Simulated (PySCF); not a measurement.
## Polarisability and C₆ of S²⁺ (sulfur, charge +2)

[Ne] 3s2 3p2, high-spin 3P determinant. All numbers are calculated (PySCF 2.14, scalar relativity by spin-free X2C-1e, in x2c-QZVPPall with one added diffuse shell each of s, p, d, f type (10s7p5d3f1g, 86 functions)). Coupled (time-dependent) response in atomic units; α is the mean over directions.

```json
{"method": "UHF", "mean α (bohr³)": "7.457", "α xx, yy, zz": "7.698, 7.337, 7.337", "C₆ (like pair)": "27.18", "S(−4)": "20.39"}
{"method": "PBE", "mean α (bohr³)": "7.275", "α xx, yy, zz": "7.436, 7.194, 7.194", "C₆ (like pair)": "26.34", "S(−4)": "18.18"}
{"method": "PBE0", "mean α (bohr³)": "7.284", "α xx, yy, zz": "7.476, 7.188, 7.188", "C₆ (like pair)": "26.38", "S(−4)": "18.35"}
{"method": "BP86", "mean α (bohr³)": "7.271", "α xx, yy, zz": "7.415, 7.199, 7.199", "C₆ (like pair)": "26.33", "S(−4)": "18.13"}
{"method": "B3LYP", "mean α (bohr³)": "7.252", "α xx, yy, zz": "7.413, 7.171, 7.171", "C₆ (like pair)": "26.21", "S(−4)": "18.02"}
```

S(−4) is the Cauchy moment in α(ω) = α(0) + S(−4) ω² + …

α(iu) at B3LYP:

| u (hartree) | α(iu) (bohr³) |
| --- | --- |
| 0 | 7.252 |
| 0.0500 | 7.207 |
| 0.100 | 7.077 |
| 0.200 | 6.604 |
| 0.300 | 5.953 |
| 0.500 | 4.557 |
| 0.750 | 3.162 |
| 1.00 | 2.240 |
| 1.50 | 1.259 |
| 2.00 | 0.8071 |
| 3.00 | 0.4266 |
| 5.00 | 0.1959 |

For an ion, C₆ is the dispersion term alone; charge-induced terms of lower order in 1/R come first.

The components differ because the open shell of this determinant is not spherical; for a pure term their mean is the scalar polarisability.
